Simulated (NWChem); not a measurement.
Species: GaAsH4; SMILES [AsH2][GaH2]

```xyz
6

Ga     0.0610    -1.3299    -0.0089
As     0.1297     1.0994     0.0983
H     -0.6722     1.2288    -1.2097
H      1.4857     1.1432    -0.6293
H      1.3518    -2.1643     0.3762
H     -1.3083    -2.0562    -0.3373
```
Atoms are numbered in this order, from 1.

Program: NWChem. Geometry: optimised at PBE-D3(BJ)/def2-SVP. Static field.

| level | isotropic polarisability (bohr³) | anisotropy (bohr³) |
|---|---|---|
| PBE/aug-cc-pVDZ | 72.1 | 35.5 |
| B3LYP/aug-cc-pVDZ | [?] | [?] |
| LDA (Slater exchange, VWN5)/aug-cc-pVDZ | 73.2 | 36.3 |
| BHandHLYP/aug-cc-pVDZ | 68.0 | 31.0 |

Question: What belongs in the gaps?

Answer: 
- B3LYP/aug-cc-pVDZ, isotropic polarisability (bohr³): 70.4
- B3LYP/aug-cc-pVDZ, anisotropy (bohr³): 34.0
